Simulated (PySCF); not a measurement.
## Assignment exercise: C₇H₁₃FOSi

Atoms are numbered as in `[CH3:1][C@@H:2]1[CH2:3][C@:4]12[CH2:5][O:6][CH2:7][C@@H:8]([F:9])[SiH2:10]2`. Hydrogens are named by the atom that carries them. Ha(C3) is cis to C1 on the ring; Ha(C5), Ha(C7), Ha(Si10) are cis to F9 on the ring; Hb(C3) is trans to C1 on the ring; Hb(C5), Hb(C7), Hb(Si10) are trans to F9 on the ring.

[PySCF: geometry from GFN2-xTB; shielding tensors at PBE0/pcSseg-1 (GIAO); non-relativistic; equivalent nuclei averaged; one computed conformer; no solvent]

Chemical shifts δ = σref − σ; 13C (σ = 186.93 ppm), 1H (σ = 31.72 ppm) against TMS, all at this level.

Question: Assign these signals to the numbered atoms. 13C{1H} NMR (computed): δ 83.8 (CH), 75.7 (CH2), 75.4 (CH2), 21.6 (CH), 15.9 (CH2), 15.6 (CH3), 10.8 (C).

Answer: 
```tsv
δ (ppm)	atoms	environment	reason
83.8	C8	sp3 CH bonded to F and Si	pulled downfield by the heteroatom
75.7	C7	sp3 CH2 bonded to O	pulled downfield by the heteroatom
75.4	C5	sp3 CH2 bonded to O	–
21.6	C2	three-membered-ring carbon	carbons of three-membered rings are unusually shielded
15.9	C3	three-membered-ring carbon	–
15.6	C1	methyl carbon	aliphatic region, no heteroatom directly attached
10.8	C4	three-membered-ring carbon	carbons of three-membered rings are unusually shielded
```

C7 and C5; C3 and C1 lie closer than the usual error of such a calculation, so a measured spectrum could show them in the other order.

Question: Assign these signals to the numbered atoms. 1H NMR (500 MHz, computed): δ 4.99 (m, 1H), 4.72 (m, 1H), 4.34 (m, 1H), 3.91 (m, 1H), 3.65 (m, 1H), 3.60 (m, 1H), 3.54 (m, 1H), 1.23 (d, 3H), 0.86 (m, 1H), 0.48 (m, 1H), -0.04 (m, 1H).

Answer: 
4.99 → H(C8), hydrogen on an sp3 CH bonded to F and Si: its carbon carries F, an electronegative neighbour
4.72 → Hb(C7), hydrogen on an sp3 CH2 bonded to O: its carbon carries O, hence the downfield position
4.34 → Ha(Si10), hydrogen on a silicon bonded to 2 C, in a 6-membered ring
3.91 → Hb(Si10), hydrogen on a silicon bonded to 2 C, in a 6-membered ring
3.65 → Hb(C5), hydrogen on an sp3 CH2 bonded to O: its carbon carries O, an electronegative neighbour
3.60 → Ha(C5), hydrogen on an sp3 CH2 bonded to O
3.54 → Ha(C7), hydrogen on an sp3 CH2 bonded to O
1.23 → H(C1), hydrogen on a methyl carbon: far from electronegative atoms and π systems
0.86 → H(C2), hydrogen on a three-membered-ring carbon: cyclopropane-type protons are shielded by the ring
0.48 → Hb(C3), hydrogen on a three-membered-ring carbon
-0.04 → Ha(C3), hydrogen on a three-membered-ring carbon

Hb(C5) and Ha(C5); Ha(C5) and Ha(C7) lie closer than the usual error of such a calculation, so a measured spectrum could show them in the other order.

Splittings by 19F in the carbon and heteronuclear signals aren't shown, as no couplings were computed. Shifts are as computed. Against solution values, carbons near 30 ppm lie about +3 ppm off and those near 130 ppm about +5 ppm. Of 1211 compounds with measured shifts, 218 miss one by over three times the rms of a fit or turn the order of signals round; such compounds aren't used in these exercises. No couplings were computed; multiplicities are counted from neighbouring protons, with m where these are inequivalent, close in shift, in a saturated or five-membered ring or joined by F or P, and br s for small geminal =CH2 splittings.
